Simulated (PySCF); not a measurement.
Nuclear quadrupole coupling in `C#CCC(=O)C#C`

Species: C6H4O.
Structure used (GFN2-xTB, dihedral held), in Å, numbered top down from 1:
```
atom  x, y, z in Å
C1    -1.999    1.266   -0.222
C2    -1.426    0.218   -0.164
C3    -0.684   -1.025   -0.078
C4     0.734   -0.676    0.367
O5     1.629   -0.423   -0.397
C6     0.883   -0.680    1.797
C7     1.012   -0.705    2.991
H8    -2.526    2.171   -0.288
H9    -0.644   -1.489   -1.067
H10   -1.163   -1.696    0.638
H11    1.122   -0.725    4.036
```

Field gradients from the B3LYP/pcJ-1 density (PySCF, non-relativistic), principal values in atomic units, ordered |Vxx| ≤ |Vyy| ≤ |Vzz|:

```
atom     Vxx     Vyy      Vzz
  O5  0.5227  1.5132  -2.0359
```

Task: Find the asymmetry η = (Vxx − Vyy)/Vzz and the couplings χ = eQV/h (234.96 MHz × Q in barn × V in au), with Q(17O) = −0.0256 b.

Result: 
| atom | environment | nucleus | η | χzz (MHz) | χxx (MHz) | χyy (MHz) |
| --- | --- | --- | --- | --- | --- | --- |
| O5 | ketone oxygen | 17O | 0.49 | 12.25 | -3.14 | -9.10 |

The tensor is traceless: Vxx + Vyy + Vzz = 0.

Task: What is Vzz at O5 in SI units (1 au = 9.71736 × 10²¹ V/m²)?

Result: -2.0359 au = -19.784 × 10²¹ V/m².

Task: And the gradient at the other heavy atoms, for which no coupling is worked out here?

Result: 
```tsv
atom	environment	Vzz (au)	η
C1	terminal alkyne carbon	-0.252	0.15
C2	alkyne carbon	-0.242	0.01
C3	sp3 carbon next to a carbonyl	-0.115	0.77
C4	ketone carbonyl carbon	0.430	0.28
C6	alkyne carbon	-0.271	0.17
C7	terminal alkyne carbon	-0.313	0.73
```

Were the hydrogens deuterons (Q(2H) = 0.00286 b), χzz would run from 192 kHz (H9 and H10) to 258 kHz (H8).

The geometry is a constrained GFN2-xTB structure with the dihedral C2–C3–C4–C6 held at 90°, isolated molecule; it need not be a minimum. GFN2-xTB bond lengths can be off by several hundredths of an ångström, more for odd bonds, and the gradients follow them. With a basis this small, the couplings can be 20 % off.

These values come from a run that also computed spin–spin couplings. Hardware: one thread, x86-64 server, on a shared host. Cost: 34 s of wall time.
